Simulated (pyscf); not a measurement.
Single points on ωB97X-D3(BJ)/def2-SVP structures (PySCF, gas phase).

Question: `[Cl][Mo]1([Cl])[S][S]1` [singlet] -> `[S]=[Mo](=[S])([Cl])[Cl]`
Surface: singlet. Broken: S–S. Formed: none. Give ΔE‡ and ΔE from r²SCAN/def2-TZVP, relative to the reactant's lowest minimum found.

Answer: ΔE‡ = 0.53 eV, ΔE = -1.94 eV. ωB97M-D3(BJ)/def2-TZVP gives 1.07 eV and -1.31 eV. Zero-point energy shifts the barrier by -0.02 eV. It is a ring opening, with an imaginary mode of 846i cm⁻¹. cyclic Cl₂MoS₂ (SMILES [Cl][Mo]1([Cl])[S][S]1) [singlet] is an excited spin state, 0.26 eV over the triplet at ωB97X-D3(BJ)/def2-TZVP. One saddle was located; it need not be the lowest between these sides. 2 of the closed-shell references are unstable towards spin polarisation; treat their single-reference values with care. Elements past Kr carry the def2 core potentials, without spin-orbit coupling.
